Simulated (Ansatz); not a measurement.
A made-up structure of AlBSiH$_{3}$O (charge +1), singlet:

B1  (-2.167, -1.485, -0.496)
Si2  (-0.064, -1.289, -0.804)
O3  (0.526, -0.010, -0.114)
Al4  (1.403, 1.359, 0.573)
H5  (-3.075, -2.211, -0.769)
H6  (1.936, 1.055, 2.010)
H7  (0.614, -2.262, -1.585)
(Å)

It is relaxed with PBE-D4/def2-SVP and then PBE0-D4/def2-TZVP (Ansatz 0.2.0). Atoms count as bonded within 1.22 times the sum of their covalent radii (H–H: 0.88 Å). The end point is not checked to be a true minimum.

Does its bonding change? (A judgement: the text doesn't fix the answer.)

By the calculation: No: no bond forms or breaks.

Where it ends: The first stage lowers the energy by 1.22 eV in 10 steps. It ends as AlBSiH₃O ([BH][SiH][O][AlH]), total charge +1:
```xyz
7
angstrom
B -2.0415 -1.5782 -0.8601
Si -0.1779 -1.6948 -0.6503
O 0.5124 -0.3841 0.1802
Al 1.3113 0.8052 0.9201
H -3.1653 -1.8926 -0.6781
H 2.1006 1.8312 1.7693
H 0.6321 -1.9294 -1.8651
```

Labels in which every atom is bracketed show which atoms are joined, not bond orders.

For scale, one of the runs: PBE0-D4/def2-TZVP relaxation, 154 basis functions, launched by `ansatz run in.yaml --threads 2 --pin off --events-out ev --progress --plain --max-ram 4352MiB`. The run took about 37 s on 2 CPU threads of an Arm Neoverse V1 (shared host).
